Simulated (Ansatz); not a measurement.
A barrier at the coupled-cluster level

Start structure (SiH₃SF₃, singlet), relaxed at PBE0-D4/def2-TZVP:

```
8
angstrom
Si -0.4873 0.3362 -1.2721
F 1.0576 0.0455 -1.1810
F -1.2804 -1.0113 -1.1219
F -0.8873 1.3109 -0.1019
H -0.7973 0.9574 -2.5593
H 1.6959 -0.7653 1.6558
S 0.4700 -1.0706 2.1072
H 0.2289 0.1973 2.4731
```

The step: SiHF₃ ([F][SiH]([F])[F]) + H₂S → SiH₂SF₂ ([F][SiH]([F])[SH]) + HF; bonds formed: Si1–S7, F2–H6; bonds broken: Si1–F2, H6–S7. Computed with Ansatz 0.2.0 (basis: def2-TZVPP and def2-QZVPP); correlated methods freeze the cores. Extrapolation: Hartree–Fock as exp(−7.88 √X), correlation as X^−2.97. Energies below are by CCSD(T) at an estimated basis limit (MP2 extrapolated from triple and quadruple zeta, plus CCSD(T) − MP2 in triple zeta).

(1) What are the electronic barrier and the energy of the step, from the start structure to the end structure? (To be estimated.)

T1 diagnostic: at most 0.013.

## Answers

(1) By the calculation: Barrier 45.81 kcal/mol; step energy 21.00 kcal/mol (uphill); reverse barrier, their difference, 24.81 kcal/mol. Barrier and step energy count from the start structure, the reverse barrier from the end structure.

The saddle point: One imaginary mode of 823i cm⁻¹.
```
  pair  start (Å)  saddle (Å)  end (Å)
Si1–S7       3.78        2.32     2.13
 F2–H6       3.02        1.25     0.93
Si1–F2       1.57        1.88     3.59
 H6–S7       1.34        1.54     2.26
```

Zero-point energy (harmonic, PBE0-D4): ZPE is 21.47 kcal/mol at the start and 20.91 kcal/mol at the saddle, so the barrier goes from 45.81 to 45.25 kcal/mol.

Labels in which every atom is bracketed show which atoms are joined, not bond orders.

For scale, one of the runs: CCSD(T)/def2-TZVPP, 219 basis functions, launched by `ansatz run in.yaml --threads 4 --pin off --events-out ev --progress --plain --max-ram 9574MiB`. Hardware: 4 CPU threads of an Arm Neoverse V2, shared host. Wall time 87 s; peak host memory 3.4 GiB.
